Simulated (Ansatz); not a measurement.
# A relaxation, step by step

ZnSiH$_{4}$ClF, closed shell, PBE0-D4/def2-TZVP (Ansatz 0.2.0). Settings:

```yaml
hamiltonian: {xc: pbe0, dispersion: d4}
relax: {f_tol: 0.005, max_steps: 200}
```

Start, a step off a saddle point along its unstable mode:

```json
{"atom": "Si1", "x (Å)": "-0.8233", "y (Å)": "0.1304", "z (Å)": "-0.8347"}
{"atom": "Cl2", "x (Å)": "1.8979", "y (Å)": "0.7750", "z (Å)": "-0.4384"}
{"atom": "H3", "x (Å)": "-0.4701", "y (Å)": "-1.1860", "z (Å)": "-1.4496"}
{"atom": "H4", "x (Å)": "-0.4994", "y (Å)": "1.2222", "z (Å)": "-1.6829"}
{"atom": "H5", "x (Å)": "-2.3002", "y (Å)": "0.2683", "z (Å)": "-0.5586"}
{"atom": "Zn6", "x (Å)": "1.1189", "y (Å)": "-0.1738", "z (Å)": "1.3562"}
{"atom": "H7", "x (Å)": "-0.4830", "y (Å)": "-0.1465", "z (Å)": "0.6141"}
{"atom": "F8", "x (Å)": "1.5591", "y (Å)": "-0.8896", "z (Å)": "2.9938"}
```

| step | energy less the last (meV) | largest force component (eV/Å) |
| --- | --- | --- |
| 1 | 739.4 | 1.336 |
| 2 | 373.8 | 0.944 |
| 3 | 150.6 | 0.744 |
| 4 | 45.9 | 0.648 |
| 5 | 16.2 | 0.332 |
| 6 | 5.1 | 0.062 |
| 7 | 3.5 | 0.031 |
| 8 | 2.4 | 0.054 |
| 9 | 1.5 | 0.040 |
| 10 | 1.1 | 0.010 |
| 11 | 1.1 | 0.005 |
| 12 | 1.0 | 0.005 |
| 13 | 0.8 | 0.041 |
| 14 | 0.6 | 0.024 |
| 15 | 0.4 | 0.030 |
| 16 | 0.3 | 0.040 |
| 17 | 0.2 | 0.040 |
| 18 | 0.1 | 0.031 |
| 19 | 0.1 | 0.017 |
| 20 | 0.0 | 0.010 |
| 21 | 0.0 | 0.010 |
| 22 | 0.0 | 0.006 |
| 23 | 0.0 | 0.004 |

Step 3, positions (Å) and forces (eV/Å):

```csv
atom,x,y,z,Fx,Fy,Fz
Si1,-1.029,0.032,-0.818,0.744,0.699,0.428
Cl2,2.283,0.754,-0.451,0.011,-0.128,0.200
H3,-0.512,-1.200,-1.455,-0.135,0.018,-0.026
H4,-0.447,1.291,-1.428,-0.434,-0.587,0.216
H5,-2.495,0.086,-0.645,-0.084,-0.107,-0.096
Zn6,1.347,-0.114,1.261,0.411,-0.058,0.235
H7,-0.497,-0.001,0.650,-0.336,-0.043,-0.460
F8,1.349,-0.847,2.886,-0.177,0.207,-0.497
```

Step 12, positions (Å) and forces (eV/Å):

```tsv
atom	x	y	z	Fx	Fy	Fz
Si1	-1.048	0.070	-0.749	0.000	0.001	0.005
Cl2	2.593	0.551	-0.457	-0.001	-0.001	0.001
H3	-0.415	-1.049	-1.483	0.000	-0.001	-0.003
H4	-0.770	1.372	-1.393	0.001	0.000	0.000
H5	-2.503	-0.156	-0.586	0.000	0.000	-0.001
Zn6	1.579	-0.135	1.241	0.002	0.001	-0.001
H7	-0.469	0.102	0.640	-0.001	-0.001	-0.002
F8	1.034	-0.755	2.786	0.000	0.000	0.002
```

Step 16, positions (Å) and forces (eV/Å):

```csv
atom,x,y,z,Fx,Fy,Fz
Si1,-1.048,0.053,-0.760,0.006,-0.005,0.002
Cl2,2.580,0.484,-0.484,-0.004,-0.005,0.006
H3,-0.446,-1.001,-1.607,-0.003,0.008,0.005
H4,-0.743,1.408,-1.271,-0.002,-0.008,0.007
H5,-2.508,-0.152,-0.611,0.005,0.001,0.002
Zn6,1.579,-0.107,1.258,-0.009,-0.008,0.035
H7,-0.465,-0.071,0.624,-0.007,0.004,-0.017
F8,1.049,-0.614,2.850,0.013,0.012,-0.040
```

Last step (23):

```xyz
8
angstrom
Si -1.0473 0.0429 -0.7642
Cl 2.5870 0.4195 -0.4977
H -0.4585 -0.9496 -1.6895
H -0.7422 1.4294 -1.1800
H -2.5075 -0.1634 -0.6143
Zn 1.5802 -0.0902 1.2660
H -0.4530 -0.1785 0.6013
F 1.0412 -0.5100 2.8783
```

Hardware: 8 CPU threads of an Arm Neoverse V1, shared host. Wall time about 42 s.
